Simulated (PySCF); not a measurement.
C₃H₇NSi, SMILES CC1=NC[SiH2]1. Atoms are numbered in the order given.

```xyz
12

C     -0.2318     2.1940     0.0000
C      0.0403     0.7272     0.0000
N      1.2286     0.2196     0.0000
C      1.0161    -1.2589     0.0000
Si    -0.8724    -0.9387     0.0000
H      0.7152     2.7552     0.0000
H     -0.8240     2.4802    -0.8854
H     -0.8240     2.4802     0.8854
H      1.4684    -1.7278     0.8892
H      1.4684    -1.7278    -0.8892
H     -1.6690    -1.3144     1.2084
H     -1.6690    -1.3144    -1.2084
```
Charge 0, spin multiplicity 1.

Geometry: B3LYP-D3(BJ)/def2-SVP. This is a generated structure with no PubChem entry under its InChIKey; it may be hypothetical.

All values below come from SMD-M06-2X/def2-SVP (PySCF).

Solvation free energies are E(SMD) − E(gas) at the gas-phase geometry, for 1 M in both phases. In vacuum the dipole moment is 1.72 D.

Computed solvation free energies in water, acetone, acetonitrile:
```
solvent       ΔG(solv) (kcal/mol)  its non-electrostatic (CDS) part  dipole (D)
------------  -------------------  --------------------------------  ----------
water                        -1.7                               2.6        2.43
acetone                      -3.8                               0.2        2.38
acetonitrile                 -3.6                               0.5        2.40
```
